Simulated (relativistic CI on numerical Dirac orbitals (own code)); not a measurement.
# Hf XLVII: sensitivity of the levels to the model

Base calculation: Dirac-Coulomb-Breit CI, KLI orbitals optimised for each configuration, QED by a radiative potential, unscaled Slater integrals.

Configuration list (outside the closed core [Ne]): 3s2.3p6.3d8, 3s2.3p5.3d9, 3s2.3p4.3d10, 3s.3p6.3d9, 3p6.3d10, 3s.3p5.3d10, 3s2.3p6.3d7.4s, 3s2.3p6.3d7.4p, 3s2.3p4.3d9.4s, 3s2.3p6.3d7.4d, 3s2.3p4.3d9.4p, 3s2.3p5.3d8.4s, 3s2.3p6.3d7.4f, 3s2.3p4.3d9.4d, 3s.3p5.3d9.4s, 3s2.3p5.3d8.4p, 3s.3p5.3d9.4p, 3s2.3p6.3d6.4s2, 3s2.3p5.3d8.4d, 3s.3p5.3d9.4d, 3s.3p6.3d8.4s, 3p6.3d9.4s, 3s2.3p6.3d6.4s.4p, 3s2.3p5.3d8.4f, 3s2.3p6.3d7.5s, 3p6.3d9.4p, 3s.3p6.3d8.4p, 3s2.3p6.3d6.4p2, 3s2.3p6.3d6.4s.4d, 3s2.3p6.3d7.5p, 3s2.3p5.3d7.4s2, 3s2.3p6.3d7.5d, 3p6.3d9.4d, 3s2.3p6.3d6.4p.4d, 3s.3p6.3d8.4d, 3s2.3p6.3d7.5f. Levels of other configurations are missing.

Variants: (1) one mean potential for all configurations. Shifts of the energy above 3s2.3p6.3d8 3F_4, in eV, for the lowest level and the first level of each name with at least 55 % of one term (blank where a level changes its place among those of its configuration and J or its character, or is not in the variant):

| Level | Base | Δ(1) |
| --- | --- | --- |
| 3s2.3p6.3d8 3F_4 | 0.00 | 0.00 |
| 3s2.3p6.3d8 3F_3 | 56.83 | +0.01 |
| 3s2.3p6.3d8 3P_1 | 71.09 | +0.01 |
| 3s2.3p6.3d8 1G_4 | 71.45 | +0.01 |
| 3s2.3p6.3d8 3F_2 | 120.52 | +0.02 |
| 3s2.3p5.3d9 3F°_4 | 406.56 | -0.14 |
| 3s2.3p5.3d9 3D°_3 | 430.93 | -0.13 |
| 3s2.3p5.3d9 3P°_0 | 485.32 | -0.13 |
| 3s2.3p5.3d9 3F°_3 | 487.80 | -0.14 |
| 3s2.3p5.3d9 3F°_2 | 738.90 | -0.14 |
| 3s2.3p4.3d10 3P_2 | 840.92 | -0.14 |
| 3s2.3p4.3d10 1S_0 | 863.69 | -0.13 |
| 3s.3p6.3d9 3D_3 | 916.20 | -0.03 |
| 3s.3p6.3d9 3D_2 | 927.35 | -0.04 |
| 3s.3p6.3d9 3D_1 | 975.81 | -0.04 |
| 3s2.3p4.3d10 3P_1 | 1112.81 | -0.19 |
| 3s2.3p4.3d10 1D_2 | 1127.94 | -0.18 |
| 3s.3p5.3d10 3P°_2 | 1325.68 | -0.04 |
| 3s.3p5.3d10 1P°_1 | 1359.51 | -0.01 |
| 3s2.3p4.3d10 3P_0 | 1397.86 | -0.23 |
| 3s2.3p6.3d7.4s 5F_5 | 1542.81 | +0.53 |
| 3s.3p5.3d10 3P°_0 | 1599.10 | -0.11 |

At this charge energies of transitions that change n are usually good to better than 1 %, and those within a shell (Δn = 0) to a few per cent.

Ionisation energy from the two ground configurations alone: base 3984.05 eV. The NIST ASD value (theoretical) is 3984 eV.

LS names give the leading component of a level, which can be under half, so a name can repeat, a term be missing and a line seem to break the LS rules.
